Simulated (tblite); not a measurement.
Species: C2H7BO2Si.
Numbering: `[BH2:1][C@H:2]1[CH2:3][O:4][SiH2:5][O:6]1` (hydrogens: H7, H8 on B1; H9 on C2; H10, H11 on C3; H12, H13 on Si5)

Computed with GFN2-xTB (tblite), gas phase: L-BFGS steps from a force-field or distance-geometry start until the largest atomic force falls under 0.01 eV/Å.

At the end of the run (lengths in Å): Si5–O6 1.629, O4–Si5 1.643, C2–C3 1.569, B1–C2 1.570, C2–H9 1.098, C2–O6 1.417, C3–H11 1.097, C2–O6–Si5 113.2°, C3–O4–Si5 112.4°, O4–Si5–O6 96.8°, B1–C2–C3 107.7°, B1–C2–C3–O4 139°, C2–C3–O4–Si5 -15°, C3–O4–Si5–O6 9°, H7–B1–C2–C3 -108°, H9–C2–B1–H7 133°.

Question: These geometries were met on the way; a selection of coordinates is given. Order them by energy above the end point, lowest first.
A. Si5–O6 1.629, O4–Si5 1.644, C2–C3 1.556, B1–C2 1.566, C2–H9 1.093, C2–O6 1.418, C3–H11 1.093, C2–O6–Si5 111.9°, C3–O4–Si5 111.8°, O4–Si5–O6 96.8°, B1–C2–C3 113.4°, B1–C2–C3–O4 145°, C2–C3–O4–Si5 -19°, C3–O4–Si5–O6 7°, H7–B1–C2–C3 -87°, H9–C2–B1–H7 151°
B. Si5–O6 1.628, O4–Si5 1.637, C2–C3 1.566, B1–C2 1.576, C2–H9 1.092, C2–O6 1.440, C3–H11 1.092, C2–O6–Si5 108.6°, C3–O4–Si5 108.0°, O4–Si5–O6 99.9°, B1–C2–C3 112.3°, B1–C2–C3–O4 158°, C2–C3–O4–Si5 -28°, C3–O4–Si5–O6 11°, H7–B1–C2–C3 -60°, H9–C2–B1–H7 178°
C. Si5–O6 1.668, O4–Si5 1.676, C2–C3 1.555, B1–C2 1.587, C2–H9 1.103, C2–O6 1.429, C3–H11 1.103, C2–O6–Si5 104.6°, C3–O4–Si5 104.5°, O4–Si5–O6 102.3°, B1–C2–C3 111.8°, B1–C2–C3–O4 160°, C2–C3–O4–Si5 -27°, C3–O4–Si5–O6 10°, H7–B1–C2–C3 -61°, H9–C2–B1–H7 179°
D. Si5–O6 1.702, O4–Si5 1.708, C2–C3 1.530, B1–C2 1.603, C2–H9 1.127, C2–O6 1.402, C3–H11 1.118, C2–O6–Si5 102.1°, C3–O4–Si5 102.2°, O4–Si5–O6 102.9°, B1–C2–C3 111.7°, B1–C2–C3–O4 161°, C2–C3–O4–Si5 -27°, C3–O4–Si5–O6 10°, H7–B1–C2–C3 -62°, H9–C2–B1–H7 179°
E. Si5–O6 1.636, O4–Si5 1.642, C2–C3 1.543, B1–C2 1.582, C2–H9 1.097, C2–O6 1.423, C3–H11 1.093, C2–O6–Si5 110.3°, C3–O4–Si5 110.1°, O4–Si5–O6 96.7°, B1–C2–C3 113.6°, B1–C2–C3–O4 155°, C2–C3–O4–Si5 -27°, C3–O4–Si5–O6 10°, H7–B1–C2–C3 -67°, H9–C2–B1–H7 169°

Answer: A (0.062 eV), E (0.112 eV), B (0.185 eV), C (0.304 eV), D (0.524 eV).

```csv
step,E above end (eV),"rms distance from the end, all atoms (Å)",largest force (eV/Å),rms shift of all bonds from the end (Å)
26,0.062,0.198,0.201,0.005
15,0.112,0.359,0.152,0.009
2,0.185,0.408,0.772,0.009
1,0.304,0.412,1.619,0.018
0,0.524,0.415,2.548,0.034
```

Rows stand in the order of the answer.
